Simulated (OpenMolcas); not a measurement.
# Pr3+ in octahedral coordination: ligands and hosts compared

```yaml
Program: OpenMolcas 26.06
Method: CASSCF
Active_space: 2 electrons in 7 orbitals (4f)
Spin-orbit_coupling: state interaction with AMFI integrals over the reference wave functions
```

Distances were set from a Shannon-type radius of the metal (high-spin where two are listed) plus a fixed donor radius (Cl 1.76, O 1.38, F 1.31 Å), in hosts weighted 0.65 to 0.35 with the host's distance in the model lattice. Anionic complexes are neutralised by point charges, and hosts are embedded clusters. Ligand basis ANO-RCC-VDZP. States (labels of O, the rotations of Oh). Energies in cm-1 above the lowest state or level, χT in cm3 K/mol; under a threefold ground state the first gap can be a small split of the lowest multiplet, not the spin-orbit step.

| Ligand or host | R (Å) | Metal basis | Outer charge (e at Å behind ligand) | Ground state | First state of that spin | First gap with spin-orbit (degeneracies) | Width of lowest J | χT at 300 K |
| --- | --- | --- | --- | --- | --- | --- | --- | --- |
| Cl | 2.75 | ANO-RCC-VDZP | 0.5 at 2.6 | 3T1 | 3T2 270.2 | 166.0 (1, 3) | 444 | 1.531 |
| Cs2NaYCl6 | 2.704 | ANO-RCC-VDZP |  | 3T1 | 3T2 378.4 | 217.3 (1, 3) | 550 | 1.469 |
| O | 2.37 | ANO-RCC-VDZP | 1.5 at 2.6 | 3T1 | 3T2 327.4 | 231.6 (1, 3) | 770 | 1.423 |
| F | 2.3 | ANO-RCC-VDZP | 0.5 at 2.4 | 3T1 | 3T2 554.9 | 325.2 (1, 3) | 932 | 1.296 |
| CsCaF3 | 2.287 | ANO-RCC-VDZP |  | 3T1 | 3T2 754.4 | 397.8 (1, 3) | 1063 | 1.174 |
| SrO | 2.444 | ANO-RCC-VDZP |  | 3T1 | 3T2 635.7 | 377.9 (1, 3) | 1155 | 1.199 |
| Cs2NaYF6 | 2.257 | ANO-RCC-VDZP |  | 3T1 | 3T2 815.6 | 428.2 (1, 3) | 1175 | 1.118 |
| KCdF3 | 2.248 | ANO-RCC-VDZP |  | 3T1 | 3T2 844.0 | 443.6 (1, 3) | 1239 | 1.090 |
| CaO | 2.382 | ANO-RCC-VDZP |  | 3T1 | 3T2 833.5 | 462.2 (1, 3) | 1412 | 1.053 |

The rows also differ in their outer charges, so part of each step comes from that.

The width of the lowest J multiplet rises in the order Cl < Cs2NaYCl6 < O < F < CsCaF3 < SrO < Cs2NaYF6 < KCdF3 < CaO, by a factor of 3.18 from first to last.

Without dynamic correlation the ligand-field splitting of an f shell can come out too small, at times by half. The oxide ions are held by bare point charges, a crude embedding (holds for O). No measured value stands beside these numbers; the geometry is a model, was not optimised and need not be the one that this ion takes.
